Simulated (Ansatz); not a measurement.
Ideal-gas functions of `O=CB[SiH3]` at 298.15 K and 1 bar, from an Ansatz frequency run at PBE0-D4/def2-TZVP.

Molar mass 71.95 g/mol, point group C1 (symmetry number 1), electronic degeneracy 1, moments of inertia 30.092, 174.908, 183.428 u Å². Harmonic wavenumbers (cm⁻¹, unscaled): 76, 100, 177, 219, 476, 529, 639, 733, 862, 887, 929, 947, 1016, 1097, 1378, 1707, 2197, 2221, 2226, 2631, 2987.

Use S(trans) = R[1.5 ln M + 2.5 ln T − 1.1517]; rotational temperatures θ = 24.2544 K / I; S(rot) = R[ln(√π/σ · √(T³/θAθBθC)) + 1.5]; for each mode x = 1.438777 ν̃/T, S = R[x/(eˣ − 1) − ln(1 − e⁻ˣ)] and H = RT x/(eˣ − 1); 1 cm⁻¹ = 0.0119627 kJ/mol; R = 8.31446 J/(mol·K).

**Question.** By hand: the entropy, in J/(mol·K).

**Answer.** Translation 162.2. Rotation: θ = 0.806, 0.1387, 0.1322 K, giving 105.8. Vibration, mode by mode: 16.70, 14.45, 9.87, 8.23, 3.02, 2.47, 1.62, 1.13, 0.68, 0.62, 0.52, 0.48, 0.37, 0.26, 0.08, 0.02, 0.00, 0.00, 0.00, 0.00, 0.00, in all 60.5. Electronic 0.0. Sum 328.5 J/(mol·K).

**Question.** By hand: H − E and G − E in kJ/mol, counted from the electronic energy.

**Answer.** Zero-point energy ½ × 24034 × 0.0119627 = 143.8; thermal vibration 9.5; translation, rotation and pV give 4 RT = 9.9. H − E = 163.2 kJ/mol, and G − E = 163.2 − 298.15 × 328.5/1000 = 65.3 kJ/mol.

Vibration gives 18 % of the entropy, 31.2 J/(mol·K) of it from the modes under 150 cm⁻¹: soft modes count most, and the harmonic formula is weakest for them. The sum counts one conformer and one mirror image; others add a mixing term.
